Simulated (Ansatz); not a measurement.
Geometry optimisation, RKS B3LYP-D4/6-31G* (Ansatz).

The input (input.yaml):

```yaml
crystal:
  periodic: [false, false, false]
  atoms:
    - { symbol: Al, position_ang: [0.0, 0.0, 0.0] }
    - { symbol: H, position_ang: [0.0, 0.0, 1.91] }
    - { symbol: Cl, position_ang: [1.9312, 0.0, -1.115] }
    - { symbol: Cl, position_ang: [-1.9312, 0.0, -1.115] }
    - { symbol: "N", position_ang: [0.0928, -2.1047, 0.7] }
    - { symbol: H, position_ang: [-0.4256, -2.8627, 0.1705] }
    - { symbol: H, position_ang: [0.6555, -2.3517, 1.5637] }
    - { symbol: H, position_ang: [0.0453, -1.027, 1.8385] }
basis:
  gaussian: { orbitals: "6-31G*" }
hamiltonian:
  xc: b3lyp
  dispersion: d4
relax:
  f_tol: 0.15
  max_steps: 25
  restrain:
    - { distance: [0, 4], at: 1.92, k: 30.0 }
    - { distance: [7, 1], at: 0.66, k: 30.0 }
    - { distance: [0, 1], at: 2.76, k: 30.0 }
    - { distance: [7, 4], at: 2.26, k: 30.0 }
```

Launched with:

```bash
$ ansatz run input.yaml --threads 1 --pin off --max-ram 2048MiB --backend cpu --events-out ev --progress --plain --runs-dir out
```

Task: Where does it end, and by what steps?

Result: The run converged. The restraints hold the end off the free minimum. After 11 steps the energy has fallen by 3.186 eV (the restraints' own energy left out); H7 moved furthest, 0.90 Å. Joined: H2–H8 (1.03 → 0.71 Å).

```
step  energy less start (eV)  largest force component (eV/Å)  accepted
   0                  0.0000                           3.814       yes
   1                 -0.8179                           4.842       yes
   2                 -1.6832                           4.534       yes
   3                 -2.5045                           2.701       yes
   4                 -2.7910                           2.276       yes
   5                 -2.9589                           1.575        no
   6                 -2.9666                           2.020       yes
   7                 -3.0689                           1.860       yes
   8                 -3.1416                           1.737       yes
   9                 -3.1804                           1.715       yes
  10                 -3.1792                           1.554       yes
  11                 -3.1858                           1.563       yes
```

```xyz
8
Properties=species:S:1:pos:R:3
Al 0.074 -0.679 -0.399
H -0.073 0.224 2.207
Cl 1.864 0.332 -0.805
Cl -1.748 0.085 -1.102
N 0.075 -2.232 0.622
H -0.705 -2.878 0.579
H 0.941 -2.728 0.801
H -0.060 -0.470 2.048
```

Run time: 21 s on 1 thread of AMD EPYC 9R45 96-Core Processor (Zen 5), on a shared host, peak memory 0.19 GiB.
